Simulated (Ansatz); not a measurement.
Geometry optimisation, Ansatz, RKS PBE0/def2-TZVP.

Input file:

```yaml
crystal:
  periodic: [false, false, false]
  atoms:
    - { symbol: Sn, position_ang: [0.0, 0.0, 0.0] }
    - { symbol: H, position_ang: [0.0, 0.0, 2.09] }
    - { symbol: H, position_ang: [1.6408, 0.0, -0.5794] }
    - { symbol: H, position_ang: [-0.8195, 1.4198, -0.5794] }
    - { symbol: H, position_ang: [-0.8195, -1.4198, -0.5794] }
    - { symbol: Si, position_ang: [-2.6572, 0.0, 0.8829] }
    - { symbol: H, position_ang: [-3.4452, -0.9102, 0.057] }
    - { symbol: H, position_ang: [-2.7083, -0.4389, 2.2744] }
    - { symbol: H, position_ang: [-3.2055, 1.3491, 0.7783] }
    - { symbol: H, position_ang: [-1.0228, 0.0, 2.1195] }
basis:
  gaussian: { orbitals: def2-TZVP }
hamiltonian:
  xc: pbe0
relax:
  f_tol: 0.15
  max_steps: 25
  restrain:
    - { distance: [0, 5], at: 3.7, k: 30.0 }
    - { distance: [9, 1], at: 1.86, k: 30.0 }
    - { distance: [0, 1], at: 1.74, k: 30.0 }
    - { distance: [9, 5], at: 1.46, k: 30.0 }
output:
  orbitals: {}
```

Command:

```bash
$ ansatz run input.yaml --threads 4 --pin off --max-ram 5120MiB --backend cpu --events-out ev --progress --plain --runs-dir out
```

Question: Where does it end, and by what steps?

Answer: The run converged. The restraints hold the end off the free minimum; the threshold counts their pulls, which the force column leaves out. Restrained pairs: Sn1–Si6 (2.80 → 3.71 Å), H2–H10 (1.02 → 1.88 Å), Sn1–H2 (2.09 → 1.73 Å), Si6–H10 (2.05 → 1.47 Å). After 8 steps the energy has fallen by 4.493 eV (the restraints' own energy left out); H8 moved furthest, 1.09 Å.

| step | energy less start (eV) | largest force component (eV/Å) | accepted |
| --- | --- | --- | --- |
| 0 | 0.0000 | 2.458 | yes |
| 1 | -0.4061 | 2.804 | yes |
| 2 | -1.0443 | 3.971 | yes |
| 3 | -2.2993 | 3.843 | yes |
| 4 | -3.3381 | 2.272 | yes |
| 5 | -3.9695 | 1.322 | yes |
| 6 | -4.3161 | 0.603 | yes |
| 7 | -4.4669 | 0.501 | yes |
| 8 | -4.4926 | 0.601 | yes |

```xyz
10
Properties=species:S:1:pos:R:3
Sn 0.392 -0.022 -0.148
H 0.325 0.002 1.577
H 1.989 0.070 -0.741
H -0.519 1.310 -0.703
H -0.346 -1.467 -0.672
Si -2.968 0.023 1.426
H -3.223 -0.852 0.252
H -3.752 -0.478 2.587
H -3.393 1.410 1.108
H -1.541 0.004 1.778
```

Run time: 15 s on 4 threads of Arm Neoverse V1, on a shared host, peak memory 0.3 GiB.
